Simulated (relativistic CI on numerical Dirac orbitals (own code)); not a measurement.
Hyperfine structure of Sb V, mass number 123

Calculated at this level of theory: Dirac-Coulomb-Breit CI, separate exchange-only KLI orbitals for each configuration, model QED, valence Slater integrals scaled by 0.85, P86 correlation energy added to each configuration (own radial code, finite nucleus).

Configurations in the expansion (outside the closed core [Kr]): 4d¹⁰5s, 4d¹⁰5p, 4d¹⁰5d, 4d¹⁰5f, 4d¹⁰5g, 4d¹⁰6s, 4d⁹5s², 4d¹⁰4f, 4d¹⁰6p, 4d⁹5s4f, 4d¹⁰6d, 4d¹⁰7s, 4d⁸5s5p², 4d⁹5p², 4d¹⁰7p, 4d⁹5s5p. Levels of other configurations are missing.

Nuclear spin I = 7/2, μ = 2.5457 μN, Q = -0.692 b (tables of Stone and Pyykkö). The electronic factors are computed for point nuclear moments, without core polarisation; leaving it out makes A of s and p electrons in near-neutral atoms 20 to 40 % too small, and it can dominate for d and f shells.

| Level | E (cm⁻¹) | A (MHz) | B (MHz) |
| --- | --- | --- | --- |
| 4d¹⁰5s ²S1/2 | 0.0 | 20740 |  |
| 4d¹⁰5p ²P°1/2 | 79492.7 | 4848 |  |
| 4d¹⁰5p ²P°3/2 | 88025.1 | 775 | -1380 |
| 4d¹⁰5d ²D3/2 | 197096.7 | 221 | -131 |
| 4d¹⁰5d ²D5/2 | 198150.9 | 92.48 | -173 |
| 4d¹⁰6s ²S1/2 | 218613.7 | 6825 |  |
| 4d⁹5s² ²D5/2 | 231893.0 | 822.7 | 1610 |
| 4d⁹5s² ²D3/2 | 241794.5 | 2008 | 1230 |

Levels with J = 0, under 50 % of one LS term, or S terms without an open s electron are left out. Small factors come from cancelling terms and can be off by tens of per cent or more.

At this charge configurations can still be misplaced by up to about 7 % of their energy. Levels and lines within the n = 5 or 6 shells can be off by up to 10 % or somewhat more, and those that change n by about 2 %, since core polarisation is missing. 6 of the 6 excited levels that our extract of the measured tables holds in this range could be paired (the sources list more); they are missed by 4501 cm⁻¹ on average and 6642 at most, and levels without a partner can miss by more.

Problem. Give the hyperfine levels of 4d¹⁰5s ²S1/2 relative to its centre of gravity.

Solution. With K = F(F + 1) − I(I + 1) − J(J + 1), E = AK/2: F = 3: -46650, F = 4: 36290 MHz.

LS names give the leading component of a level, which can be under half, so a name can repeat, a term be missing and a line seem to break the LS rules.
